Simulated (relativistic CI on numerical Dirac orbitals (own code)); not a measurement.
**What each ingredient does to the levels of Os67+**

Base calculation: Dirac-Coulomb-Breit CI, separate exchange-only KLI orbitals for each configuration, model QED (radiative potential, 1s self-energy scaled to tabulated hydrogen-like ionisation energies), unscaled Slater integrals.

Configurations in the expansion (outside the closed core 1s2): 2s2.2p5, 2s.2p6, 2p6.3s, 2s2.2p4.3s, 2p6.3p, 2s2.2p4.3p, 2p6.3d, 2s2.2p4.3d, 2s.2p5.3s, 2s.2p5.3p, 2s.2p5.3d, 2s2.2p4.4s, 2s2.2p4.4p, 2s2.2p4.4d, 2s2.2p4.4f, 2s2.2p3.3s2, 2s2.2p3.3s.3p, 2s.2p5.4s, 2s2.2p4.5s, 2s.2p5.4p, 2s2.2p4.5p, 2s2.2p3.3s.3d, 2s2.2p3.3p2, 2s2.2p4.5d, 2s2.2p4.5f, 2s.2p5.4d, 2s2.2p4.5g, 2s.2p5.4f, 2s2.2p3.3p.3d, 2s.2p4.3s2, 2s2.2p3.3d2, 2s.2p4.3s.3p, 2s.2p4.3s.3d, 2s.2p4.3p2, 2s.2p5.5s, 2s.2p4.3p.3d. Levels of other configurations are missing.

Variants: (1) one mean potential for all configurations. Shifts of the energy above 2s2.2p5 2P°_3/2, in eV, for the lowest level and the first level of each name with at least 55 % of one term (blank where a level changes its place among those of its configuration and J or its character, or is not in the variant):

| Level | Base | Δ(1) |
| --- | --- | --- |
| 2s2.2p5 2P°_3/2 | 0.0 | 0.0 |
| 2s2.2p5 2P°_1/2 | 1572.8 | 0.0 |
| 2s.2p6 2S_1/2 | 2073.1 | +0.4 |
| 2s2.2p4.3s 4P_5/2 | 8927.1 | -1.2 |
| 2s2.2p4.3s 2P_3/2 | 8938.6 | -1.3 |
| 2s2.2p4.3s 2S_1/2 | 8995.3 | -1.4 |
| 2s2.2p4.3p 2P°_1/2 | 9134.2 | -1.4 |
| 2s2.2p4.3p 4D°_7/2 | 9511.9 | -1.1 |
| 2s2.2p4.3d 2D_3/2 | 9730.6 | -1.4 |
| 2s2.2p4.3d 4F_9/2 | 9767.2 | -1.2 |
| 2s2.2p4.3d 2P_1/2 | 9782.0 | -1.2 |
| 2s2.2p4.3s 4P_3/2 | 10508.0 | -0.6 |
| 2s2.2p4.3s 2P_1/2 | 10518.2 | -0.7 |
| 2s2.2p4.3s 2D_5/2 | 10528.3 | -0.6 |

At this charge energies of transitions that change n are usually good to better than 1 %, and those within a shell (Δn = 0) to a few per cent.

Ionisation energy from the two ground configurations alone: base 16893.5 eV. The NIST ASD value (theoretical) is 16900 eV.

LS names give the leading component of a level, which can be under half, so a name can repeat, a term be missing and a line seem to break the LS rules.
